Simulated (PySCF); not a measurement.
TDDFT excited states: C4H10GeO

Species: C₄H₁₀GeO.
SMILES: `[C@H]([GeH3])(OC)C=C`

Computed, not measured: TDDFT wB97X-D/def2-SVPD, vertical, gas phase, core orbitals frozen in the response in PySCF. One conformer (not necessarily the lowest) at the PBE0-D3(BJ)/def2-SVP geometry, without solvent, vibrations or thermal averaging. Relativistic effects, spin–orbit coupling among them, are left out although an element past zinc is present. Torsions of this conformer, `[CH2:1]=[CH:2][C@@H:3]([GeH3:4])[O:5][CH3:6]`: C1–C2–C3–Ge4 103°, C2–C3–O5–C6 70°.

| state | E (eV) | E (hartree) | f | main configurations (H = HOMO, L = LUMO) |
| --- | --- | --- | --- | --- |
| S1 | 6.53 | 0.2400 | 0.256 | H→L (69%), H-1→L (22%) |
| S2 | 6.70 | 0.2464 | 0.111 | H-1→L (69%), H→L (22%) |
| S3 | 7.24 | 0.2662 | 0.0085 | H→L+1 (57%), H→L+2 (29%) |
| S4 | 7.68 | 0.2823 | 0.0071 | H-1→L+1 (41%), H-1→L+2 (25%), H-1→L+4 (8%) |
| S5 | 7.79 | 0.2864 | 0.030 | H→L+2 (20%), H→L+1 (18%), H→L+4 (15%) |
| S6 | 7.92 | 0.2911 | 0.057 | H→L+6 (28%), H→L+2 (16%), H→L+5 (15%) |
| S7 | 7.99 | 0.2938 | 0.126 | H-2→L (67%) |
| S8 | 8.05 | 0.2958 | 0.018 | H→L+5 (54%), H→L+4 (17%) |
| S9 | 8.22 | 0.3020 | 0.135 | H→L+6 (43%), H→L+3 (12%), H→L+2 (11%) |
| S10 | 8.32 | 0.3056 | 0.020 | H-6→L (43%), H-3→L (12%) |

Triplets (Tamm–Dancoff): T1 4.29 eV, H→L (77%); T2 6.37 eV, H-1→L (80%); T3 7.08 eV, H→L+2 (31%), H-2→L (22%), H→L+1 (20%); T4 7.19 eV, H-2→L (35%), H→L+1 (27%), H→L (8%).

The lowest singlet lies at 6.53 eV (190 nm, vacuum ultraviolet) and is strong; its leading configuration is HOMO→LUMO (69%). The lowest level is also the most intense of those listed (f = 0.256). Löwdin shares by element: HOMO carbon 68% or more, germanium 12% (atoms not listed hold the other 21%); LUMO carbon 61% or more, germanium 12% (atoms not listed hold the other 27%). The listed states span 1.78 eV, and the widest gap between neighbours is 0.54 eV (S2 to S3). Weighted by f, the mean energy of these states is 7.34 eV. Of the 10 states listed, 8 reach f = 0.01 and none stays under 0.0005. All these states lie below the vertical ionisation energy of 9.25 eV (ΔSCF). Only the lowest 10 singlets were computed, as vertical energies without vibronic structure.
